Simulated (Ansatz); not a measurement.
Ansatz (a first-principles code) input (PBE/def2-TZVPD):

Ansatz 0.2 input:
```yaml
crystal:
  periodic: [false, false, false]
  atoms:
    - {symbol: B, position_ang: [-0.00000000, -0.00000000, -1.79722629]}
    - {symbol: I, position_ang: [0.00000000, 0.00000000, 0.16954965]}
basis:
  gaussian:
    orbitals: def2-TZVPD
hamiltonian:
  xc: {name: PBE}
```

Output:

```
Functional definition: PBE
integrals: 0.02 GiB planned
579 factors; their error is unknown
mean field: 0.20 GiB planned
mean field evaluation 1: about -8769.6921 eV, gradient 3.5e1 eV
mean field evaluation 2: about -8751.9173 eV, gradient 7.9e1 eV
mean field evaluation 4: about -8773.2766 eV, gradient 4.6e0 eV
mean field evaluation 8: about -8773.3349 eV, gradient 1.3e-1 eV
mean field evaluation 16: about -8773.3349 eV, gradient 1.3e-5 eV
mean field -8773.33489048 eV, -322.4141104453 hartree, gradient 1.3e-5 eV, S^2 0.000000; 0 other end points of the search recorded, 0 dependent functions left out
reference -8773.33492578 eV, -322.4141117424 hartree; 15, 15 occupied and 81, 81 virtual orbitals, 579 factors
Total energy: -8773.33492578 eV, -322.4141117424 hartree
```

This state (charge 0, singlet) is run at the relaxed geometry of the species with charge 1 and multiplicity 2.
